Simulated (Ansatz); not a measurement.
Born–Oppenheimer molecular dynamics of a periodic cell of 27 atoms, H$_{16}$SO$_{10}$ (contents 8 H2O + 1 SO2, density as packed 1.10 g/cm³ with natural masses). It starts from a partly relaxed structure (largest force component 0.14 eV/Å).

These are results of Ansatz 0.2.0, DFT r2SCAN, scalar-relativistic, plane waves, PAW, not measurements. Settings: accuracy low, cutoff 500 eV, k mesh 1x1x1, fermi-dirac smearing 0.05 eV, no spin polarisation.

```json
{"ensemble": "NVT, Langevin thermostat", "time step": "0.75 fs", "steps asked": "50", "set temperature": "250 K", "friction": "0.02 /fs", "seed": "806663"}
```

Frames 1.5 fs apart, positions in Å, forces in eV/Å.

Velocities at 0.0 fs (Å/ps):

```
O 1.70 5.14 3.99
H -29.90 -5.99 -9.25
H -10.79 4.93 -10.99
O 3.79 2.14 1.06
H 16.36 11.55 13.97
H 0.30 -1.11 7.31
O 1.39 0.19 1.59
H 20.05 2.25 13.95
H -2.88 -25.02 5.54
O 8.45 0.90 1.63
H -6.10 -28.43 -2.33
H 2.64 5.46 -6.26
O 2.45 6.42 -6.93
H -2.21 -10.74 -12.73
H 10.13 3.00 -20.02
O -4.77 -4.29 0.68
H 11.85 -0.58 -24.24
H -15.56 -11.43 12.00
O -0.23 -5.13 -0.98
H 13.71 11.44 -5.19
H 10.74 -20.71 7.92
O 1.88 1.56 0.88
H 21.09 28.23 10.54
H -20.23 12.78 -5.78
S -4.87 -0.52 1.10
O -7.03 -1.51 -3.70
O 0.93 -2.85 1.20
```

```xyz
27
Lattice="6.7969 0.0000 0.0000 0.0000 6.7969 0.0000 0.0000 0.0000 6.7969" Properties=species:S:1:pos:R:3:forces:R:3 time_fs=0.0 energy_less_start_eV=0.000 T=241
O 1.403 2.684 5.673 -0.02 0.02 0.01
H 1.277 3.178 4.848 -0.01 -0.01 0.01
H 0.522 2.294 5.861 0.00 0.00 -0.01
O 2.528 4.643 7.389 -0.01 -0.01 0.00
H 2.238 5.333 6.751 -0.01 0.02 0.00
H 2.201 3.831 6.947 -0.01 -0.01 0.01
O 1.324 6.366 5.566 0.03 0.00 -0.02
H 1.308 5.914 4.703 -0.01 0.00 0.01
H 1.659 7.257 5.401 -0.01 -0.02 0.01
O 2.863 0.171 2.546 0.00 0.01 0.01
H 2.032 0.663 2.585 0.01 0.01 -0.01
H 2.699 -0.534 1.906 0.01 -0.01 0.00
O 4.740 5.649 4.351 0.01 -0.14 -0.03
H 4.027 6.096 3.868 0.01 0.03 -0.02
H 4.597 4.712 4.166 0.01 0.12 0.04
O 5.779 1.401 6.040 -0.04 0.01 -0.01
H 5.213 1.715 5.322 0.03 0.00 -0.02
H 6.021 0.502 5.774 0.02 0.01 0.02
O 5.328 4.361 1.224 0.03 -0.01 -0.02
H 5.815 4.521 0.407 -0.04 -0.03 0.03
H 4.388 4.467 0.976 -0.01 0.02 -0.02
O 0.917 4.565 3.338 -0.02 0.02 -0.04
H 0.015 4.751 3.040 -0.01 0.00 0.05
H 1.424 4.473 2.516 -0.01 0.01 0.02
S 5.402 1.918 2.253 -0.03 0.06 0.09
O 6.799 1.553 2.303 -0.01 -0.01 0.00
O 4.859 2.481 3.477 0.06 -0.07 -0.10
27
Lattice="6.7969 0.0000 0.0000 0.0000 6.7969 0.0000 0.0000 0.0000 6.7969" Properties=species:S:1:pos:R:3:forces:R:3 time_fs=1.5 energy_less_start_eV=0.108 T=216
O 1.407 2.692 5.678 -1.02 0.02 -0.49
H 1.234 3.170 4.839 0.38 -0.09 0.36
H 0.503 2.302 5.846 0.63 0.05 0.18
O 2.534 4.646 7.391 0.06 -0.16 0.24
H 2.261 5.350 6.769 -0.11 -0.03 -0.20
H 2.199 3.832 6.955 -0.02 0.16 -0.07
O 1.327 6.365 5.568 -0.50 -1.23 0.75
H 1.336 5.915 4.721 -0.04 -0.36 -0.51
H 1.651 7.228 5.409 0.56 1.59 -0.22
O 2.876 0.172 2.549 -0.30 -0.17 -0.26
H 2.020 0.620 2.582 0.05 0.22 0.16
H 2.704 -0.524 1.896 0.26 -0.04 0.10
O 4.744 5.657 4.340 0.00 -0.30 -0.06
H 4.024 6.077 3.848 -0.06 0.25 -0.04
H 4.612 4.722 4.138 0.12 0.06 0.12
O 5.774 1.395 6.041 -0.27 0.06 -0.45
H 5.236 1.715 5.289 0.25 -0.14 0.35
H 5.992 0.482 5.793 0.02 0.15 0.04
O 5.327 4.354 1.222 1.45 0.05 -0.41
H 5.833 4.542 0.400 -0.60 -0.22 0.75
H 4.402 4.436 0.986 -0.86 0.16 -0.36
O 0.921 4.568 3.339 0.70 -0.14 0.40
H 0.046 4.792 3.056 -1.15 0.25 -0.12
H 1.393 4.493 2.506 0.40 -0.10 -0.27
S 5.394 1.917 2.254 0.03 0.00 -0.09
O 6.789 1.551 2.299 0.05 -0.05 -0.01
O 4.860 2.477 3.479 -0.03 0.02 0.08
27
Lattice="6.7969 0.0000 0.0000 0.0000 6.7969 0.0000 0.0000 0.0000 6.7969" Properties=species:S:1:pos:R:3:forces:R:3 time_fs=3.0 energy_less_start_eV=0.179 T=224
O 1.409 2.702 5.683 -1.57 0.02 -0.85
H 1.196 3.157 4.832 0.71 -0.06 0.53
H 0.495 2.316 5.839 0.87 -0.04 0.41
O 2.541 4.648 7.394 0.05 -0.16 0.25
H 2.290 5.366 6.777 -0.15 -0.19 -0.20
H 2.194 3.836 6.958 0.00 0.32 -0.09
O 1.329 6.362 5.570 -0.36 -0.90 0.78
H 1.363 5.911 4.725 -0.03 -0.37 -0.57
H 1.649 7.234 5.420 0.42 1.28 -0.18
O 2.890 0.172 2.548 -0.57 -0.21 -0.39
H 2.010 0.578 2.584 0.15 0.32 0.27
H 2.718 -0.516 1.885 0.41 -0.10 0.11
O 4.750 5.666 4.330 -0.30 -0.25 -0.30
H 4.019 6.066 3.825 0.16 0.29 0.14
H 4.619 4.732 4.116 0.21 -0.02 0.20
O 5.768 1.389 6.042 -0.15 0.03 -0.34
H 5.270 1.718 5.272 0.09 -0.11 0.23
H 5.957 0.464 5.815 0.05 0.20 0.01
O 5.325 4.347 1.219 1.74 0.06 -0.23
H 5.838 4.568 0.409 -0.71 -0.27 0.72
H 4.400 4.406 0.994 -1.05 0.21 -0.51
O 0.924 4.571 3.340 0.23 -0.01 0.17
H 0.047 4.837 3.068 -0.77 0.15 0.09
H 1.373 4.508 2.492 0.47 -0.15 -0.24
S 5.385 1.916 2.254 0.18 -0.07 -0.25
O 6.780 1.548 2.296 0.04 -0.08 -0.04
O 4.861 2.474 3.480 -0.14 0.12 0.26
27
Lattice="6.7969 0.0000 0.0000 0.0000 6.7969 0.0000 0.0000 0.0000 6.7969" Properties=species:S:1:pos:R:3:forces:R:3 time_fs=4.5 energy_less_start_eV=0.193 T=216
O 1.408 2.713 5.686 -1.35 0.00 -0.82
H 1.174 3.141 4.833 0.83 0.17 0.27
H 0.505 2.327 5.837 0.54 -0.26 0.66
O 2.547 4.649 7.397 -0.01 -0.03 0.08
H 2.319 5.382 6.780 -0.14 -0.38 -0.08
H 2.184 3.849 6.949 0.03 0.35 -0.06
O 1.328 6.358 5.574 0.30 0.47 0.10
H 1.388 5.901 4.719 -0.04 -0.04 -0.08
H 1.656 7.265 5.430 -0.19 -0.42 0.03
O 2.905 0.170 2.546 -1.00 0.02 -0.32
H 2.002 0.546 2.594 0.55 0.20 0.29
H 2.744 -0.504 1.869 0.43 -0.21 0.02
O 4.755 5.673 4.319 -0.43 -0.05 -0.41
H 4.023 6.066 3.800 0.30 0.26 0.26
H 4.632 4.744 4.099 0.21 -0.21 0.20
O 5.763 1.383 6.042 -0.08 0.42 0.01
H 5.304 1.726 5.261 -0.08 -0.08 0.02
H 5.924 0.457 5.839 0.12 -0.21 -0.15
O 5.324 4.341 1.215 0.45 -0.11 0.44
H 5.829 4.593 0.433 -0.33 -0.08 -0.06
H 4.377 4.380 1.004 -0.17 0.22 -0.41
O 0.925 4.573 3.340 -0.50 0.31 -0.51
H 0.033 4.880 3.085 0.25 -0.19 0.34
H 1.365 4.521 2.474 0.19 -0.12 0.19
S 5.375 1.914 2.255 0.40 -0.18 -0.49
O 6.770 1.546 2.296 0.06 -0.13 -0.09
O 4.864 2.469 3.481 -0.32 0.27 0.56
27
Lattice="6.7969 0.0000 0.0000 0.0000 6.7969 0.0000 0.0000 0.0000 6.7969" Properties=species:S:1:pos:R:3:forces:R:3 time_fs=6.0 energy_less_start_eV=0.283 T=206
O 1.405 2.725 5.688 -0.62 0.00 -0.52
H 1.164 3.127 4.839 0.76 0.48 -0.25
H 0.526 2.331 5.839 -0.13 -0.56 0.87
O 2.553 4.651 7.402 -0.05 0.12 -0.11
H 2.341 5.386 6.775 -0.12 -0.39 0.06
H 2.175 3.870 6.937 0.04 0.19 -0.01
O 1.324 6.354 5.578 0.83 1.19 -0.82
H 1.412 5.891 4.705 -0.13 0.40 0.70
H 1.665 7.291 5.437 -0.62 -1.60 0.17
O 2.918 0.167 2.542 -0.98 -0.04 -0.35
H 2.007 0.520 2.608 0.56 0.16 0.23
H 2.780 -0.494 1.846 0.38 -0.10 0.12
O 4.759 5.679 4.307 -0.18 0.06 -0.22
H 4.040 6.076 3.781 0.15 0.21 0.16
H 4.658 4.749 4.093 0.10 -0.29 0.12
O 5.758 1.379 6.043 -0.02 0.77 0.30
H 5.332 1.732 5.253 -0.18 -0.10 -0.14
H 5.897 0.451 5.866 0.15 -0.53 -0.29
O 5.324 4.335 1.213 -0.88 -0.41 1.18
H 5.812 4.608 0.452 0.18 0.20 -0.92
H 4.355 4.354 1.009 0.62 0.25 -0.29
O 0.923 4.576 3.338 -0.59 0.45 -0.88
H 0.028 4.919 3.107 0.64 -0.36 0.34
H 1.363 4.533 2.461 -0.10 -0.08 0.57
S 5.365 1.911 2.256 0.58 -0.25 -0.65
O 6.761 1.544 2.296 0.08 -0.17 -0.15
O 4.869 2.465 3.483 -0.49 0.40 0.78
27
Lattice="6.7969 0.0000 0.0000 0.0000 6.7969 0.0000 0.0000 0.0000 6.7969" Properties=species:S:1:pos:R:3:forces:R:3 time_fs=7.5 energy_less_start_eV=0.306 T=221
O 1.401 2.737 5.691 -0.31 0.04 -0.46
H 1.163 3.121 4.834 0.64 0.46 -0.25
H 0.542 2.321 5.860 -0.34 -0.57 0.81
O 2.558 4.653 7.406 0.02 0.46 -0.15
H 2.358 5.387 6.771 -0.09 -0.31 0.16
H 2.169 3.898 6.924 -0.07 -0.24 -0.07
O 1.318 6.353 5.582 0.99 0.90 -1.42
H 1.429 5.888 4.693 -0.25 0.64 1.28
H 1.669 7.286 5.444 -0.64 -1.59 0.20
O 2.930 0.163 2.537 -0.73 -0.27 -0.51
H 2.019 0.499 2.628 0.42 0.11 0.10
H 2.820 -0.490 1.818 0.26 0.19 0.41
O 4.764 5.684 4.295 0.26 -0.08 0.12
H 4.061 6.088 3.768 -0.18 0.22 -0.10
H 4.684 4.749 4.091 0.00 -0.18 0.05
O 5.756 1.375 6.044 0.06 0.52 0.34
H 5.355 1.738 5.245 -0.19 -0.17 -0.16
H 5.870 0.435 5.888 0.08 -0.20 -0.32
O 5.320 4.327 1.212 -1.11 -0.48 1.28
H 5.798 4.622 0.456 0.29 0.25 -1.05
H 4.349 4.335 1.008 0.74 0.27 -0.26
O 0.920 4.580 3.335 -0.13 0.35 -0.71
H 0.042 4.957 3.132 0.33 -0.27 0.14
H 1.369 4.548 2.460 -0.24 -0.05 0.61
S 5.355 1.907 2.257 0.68 -0.28 -0.77
O 6.751 1.544 2.295 0.16 -0.24 -0.21
O 4.874 2.463 3.486 -0.63 0.50 0.96
27
Lattice="6.7969 0.0000 0.0000 0.0000 6.7969 0.0000 0.0000 0.0000 6.7969" Properties=species:S:1:pos:R:3:forces:R:3 time_fs=9.0 energy_less_start_eV=0.236 T=229
O 1.396 2.749 5.692 -0.47 -0.02 -0.49
H 1.175 3.125 4.820 0.42 0.18 0.19
H 0.554 2.295 5.897 0.00 -0.18 0.39
O 2.563 4.657 7.410 0.07 0.78 -0.21
H 2.370 5.391 6.771 -0.05 -0.27 0.29
H 2.168 3.926 6.910 -0.19 -0.62 -0.13
O 1.313 6.351 5.584 0.68 0.08 -1.07
H 1.440 5.898 4.703 -0.27 0.33 0.98
H 1.667 7.253 5.448 -0.28 -0.48 0.15
O 2.939 0.157 2.531 -0.25 -0.34 -0.44
H 2.035 0.488 2.650 0.18 0.04 -0.09
H 2.869 -0.488 1.799 0.00 0.33 0.54
O 4.768 5.688 4.283 0.32 -0.37 0.14
H 4.071 6.104 3.755 -0.15 0.03 -0.11
H 4.703 4.742 4.088 -0.08 0.28 0.05
O 5.752 1.371 6.045 0.09 -0.05 0.21
H 5.375 1.737 5.233 -0.14 -0.23 -0.07
H 5.838 0.413 5.902 0.02 0.44 -0.27
O 5.317 4.318 1.210 -0.23 -0.09 0.34
H 5.795 4.646 0.441 -0.23 -0.14 -0.10
H 4.355 4.323 1.000 0.39 0.26 -0.28
O 0.916 4.584 3.331 0.52 0.03 -0.09
H 0.062 4.989 3.163 -0.34 0.02 -0.14
H 1.378 4.563 2.472 -0.22 -0.02 0.26
S 5.346 1.902 2.257 0.71 -0.22 -0.70
O 6.741 1.544 2.295 0.23 -0.30 -0.28
O 4.878 2.462 3.489 -0.72 0.52 0.96
27
Lattice="6.7969 0.0000 0.0000 0.0000 6.7969 0.0000 0.0000 0.0000 6.7969" Properties=species:S:1:pos:R:3:forces:R:3 time_fs=10.5 energy_less_start_eV=0.276 T=224
O 1.390 2.762 5.691 -0.42 -0.23 -0.11
H 1.192 3.131 4.812 0.09 0.04 0.24
H 0.572 2.265 5.935 0.24 0.22 -0.07
O 2.569 4.661 7.413 0.08 0.58 -0.20
H 2.380 5.391 6.779 -0.07 0.01 0.19
H 2.173 3.944 6.891 -0.18 -0.73 -0.06
O 1.309 6.351 5.585 -0.08 -0.87 0.25
H 1.446 5.915 4.735 -0.15 -0.44 -0.23
H 1.666 7.213 5.454 0.36 1.26 0.01
O 2.947 0.151 2.527 0.39 -0.12 -0.03
H 2.053 0.477 2.667 -0.19 0.03 -0.23
H 2.923 -0.476 1.788 -0.28 0.13 0.28
O 4.774 5.693 4.272 0.29 -0.40 0.13
H 4.080 6.121 3.742 -0.04 -0.19 -0.04
H 4.716 4.739 4.089 -0.16 0.51 0.00
O 5.749 1.367 6.044 0.03 -0.14 0.07
H 5.390 1.732 5.219 -0.08 -0.21 0.06
H 5.810 0.405 5.903 0.03 0.50 -0.23
O 5.312 4.308 1.208 0.57 0.32 -0.49
H 5.786 4.662 0.421 -0.58 -0.52 0.72
H 4.363 4.319 0.984 -0.06 0.20 -0.25
O 0.914 4.586 3.327 0.39 -0.05 0.52
H 0.071 5.022 3.183 -0.33 0.04 -0.26
H 1.390 4.575 2.489 -0.10 0.02 -0.24
S 5.336 1.897 2.256 0.71 -0.09 -0.49
O 6.732 1.542 2.292 0.27 -0.36 -0.35
O 4.881 2.462 3.494 -0.74 0.46 0.81
```

Of the whole run (38 fs, mean temperature of the second half 248 K): A run of 0.037 ps of so small a system gives no equilibrium averages. Limits of this set-up: coarse k mesh, low accuracy level.

Run time: 11 min on 1 thread of Arm Neoverse V2 (shared host), peak memory 0.61 GiB.
